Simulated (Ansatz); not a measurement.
Reaction (redistribution): `CC[Se]C=N` + `C=CB(C)[SiH3]` → `CC[Se][SiH3]` + `C=CB(C)C=N`

Isolated molecules relaxed with PBE0-D4/def2-TZVP in Ansatz; ΔE leaves out vibrations. CCSD(T)/CBS adds triple-zeta CCSD(T) − MP2 to the extrapolated MP2 energy (def2 sets, frozen cores). Functionals use def2-TZVPP. B3LYP here is the variant with VWN-RPA as its local correlation; programs differ in this. For Se outer-core shells are correlated without core-valence functions, which leaves a few kJ/mol of doubt a bond. Scalar relativity is left out up to krypton. Each species was taken in one conformer, which may not be the lowest.

`CC[Se]C=N`:

Z-matrix (Å, degrees):
```
C
C 1 1.513
H 1 1.091 2 111.1
H 1 1.094 2 110.3 3 120.1
H 1 1.092 2 111.4 3 -120.1
Se 2 1.954 1 113.7 3 58.7
H 2 1.091 1 111.8 3 -59.5
H 2 1.092 1 112.3 3 -180.0
C 6 1.910 2 97.1 1 78.9
N 9 1.257 6 128.2 2 -174.3
H 9 1.094 6 112.5 2 6.9
H 10 1.020 9 113.2 6 1.5
```

`C=CB(C)[SiH3]`:

Cartesian coordinates in Å:
```
C -1.145 1.623 -1.239
C -1.178 0.694 -0.278
B 0.041 -0.203 0.047
C 1.119 -0.567 -1.022
Si 0.265 -0.905 1.937
H -0.285 1.732 -1.894
H -1.955 2.330 -1.396
H -2.065 0.668 0.355
H 1.087 0.019 -1.944
H 0.922 -1.613 -1.304
H 2.140 -0.571 -0.629
H 1.120 0.054 2.699
H -1.022 -1.032 2.682
H 0.954 -2.228 1.986
```

`CC[Se][SiH3]`:

```xyz
12

C     0.084    1.447   -1.615
C     0.320    0.593   -0.389
Se   -1.146   -0.711   -0.194
Si   -0.358   -1.719    1.675
H     0.046    0.839   -2.521
H     0.894    2.173   -1.729
H    -0.855    2.000   -1.538
H     0.348    1.198    0.518
H     1.253    0.033   -0.468
H    -1.331   -2.783    2.026
H     0.983   -2.317    1.436
H    -0.238   -0.752    2.798
```

`C=CB(C)C=N`:

Cartesian coordinates in Å:
```
C -1.876 -1.114 0.210
C -1.048 -0.153 0.629
B 0.258 0.230 -0.109
C 0.777 -0.476 -1.403
C 1.143 1.390 0.492
N 1.288 1.624 1.737
H -1.656 -1.706 -0.674
H -2.804 -1.350 0.722
H -1.349 0.402 1.518
H 1.818 -0.792 -1.274
H 0.199 -1.334 -1.748
H 0.808 0.262 -2.216
H 1.767 2.005 -0.170
H 0.676 1.012 2.287
```

CCSD(T)/CBS gives -1.04 eV.

Problem. Another level gave -0.94 eV. Which?
A. r2SCAN/def2-TZVPP
B. B3LYP/def2-TZVPP
C. PBE/def2-TZVPP
D. MP2/def2-TZVPP

Solution. B. B3LYP -0.94, MP2/def2-TZVPP -1.03, PBE -0.81, r2SCAN -0.89 eV.

Largest T1 diagnostic among the species: 0.012.

In def2-TZVPP, CCSD(T) changes the Hartree–Fock value by +0.21 eV (the triples alone add +0.04 eV) and MP2 by +0.17 eV. From PBE to PBE0 (25 % exact exchange), in def2-TZVPP and without D4, ΔE moves by −0.12 eV.
